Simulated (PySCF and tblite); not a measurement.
Results of a calculation; reference values are marked as such.
## Conformer ensemble of C4H9Br, numbered as in [CH3:1][CH:2]([CH3:3])[CH2:4][Br:5]

Free energies: TPSS-D3(BJ)/def2-TZVP (IEF-PCM, chloroform) on GFN2-xTB structures plus GFN2-xTB thermal terms, symmetry and mirror images included. Conformers within 2.5 kcal/mol (GFN2-xTB free energy) were kept, 6 at most. GIAO shieldings: B97-2/pcSseg-1 (IEF-PCM, chloroform). Shifts are against TMS (¹H), TMS (¹³C) at the same level. (PySCF 2.14, tblite 0.8.)

Torsions listed: C1–C2–C4–Br5. Of a mirror pair one member is shown.

```json
{"conformer": "1", "shape": "171°", "symmetry": "C1 (pair)", "E(GFN2) kcal/mol": "0.00", "E(DFT) kcal/mol": "0.00", "G(298.15 K) kcal/mol": "0.00", "weight %": "76.1", "dipole D": "2.78"}
{"conformer": "2", "shape": "-62°", "symmetry": "Cs", "E(GFN2) kcal/mol": "0.05", "E(DFT) kcal/mol": "0.17", "G(298.15 K) kcal/mol": "0.69", "weight %": "23.9", "dipole D": "2.74"}
```

Weights (%) against temperature:

| T (K) | 1 | 2 | S(mix) cal/mol/K |
| --- | --- | --- | --- |
| 250 | 77.0 | 23.0 | 2.13 |
| 298.15 | 76.1 | 23.9 | 2.14 |
| 350 | 75.5 | 24.5 | 2.15 |

Averaged shifts at 298.15 K. ¹H: 3.60 (H4, 2H), 1.86 (H2, 1H), 1.11 (H1/H3, 6H) ppm. ¹³C: 56.2 (C4), 37.0 (C2), 22.8 (C1/C3) ppm.

Coordinates of conformer 1 (Å):

```xyz
14

C     1.452   -0.378   -0.006
C     0.040    0.053    0.392
C    -0.327    1.375   -0.276
C    -0.935   -1.049    0.002
Br   -2.729   -0.724    0.704
H     2.167    0.393    0.268
H     1.734   -1.301    0.496
H     1.513   -0.536   -1.081
H     0.005    0.184    1.480
H    -1.335    1.679   -0.003
H     0.360    2.158    0.034
H    -0.274    1.281   -1.359
H    -0.630   -2.013    0.407
H    -1.041   -1.122   -1.080
```

Coordinates of conformer 2 (Å):

```xyz
14

C    -0.739   -1.057    0.680
C    -0.042   -0.229   -0.396
C    -0.734    1.117   -0.584
C     1.439   -0.052   -0.086
Br    1.754    0.918    1.581
H    -0.251   -2.022    0.802
H    -0.718   -0.535    1.634
H    -1.777   -1.230    0.408
H    -0.082   -0.781   -1.345
H    -0.243    1.700   -1.362
H    -1.772    0.970   -0.871
H    -0.713    1.689    0.342
H     1.941    0.525   -0.862
H     1.937   -1.014    0.034
```

Spin–orbit effects of the heavy atoms on shieldings are missing. At a carbon that bears Br the missing effect is some 10 ppm, beside I tens of ppm. Shifts are unscaled: against experiment ¹³C can be off by 15 ppm or more and ¹H by 0.8 ppm.

Search and properties took 72 s on 1 thread of Arm Neoverse V2, shared host (rough), launched as `OMP_NUM_THREADS=1 python ens_run.py task.json out`.
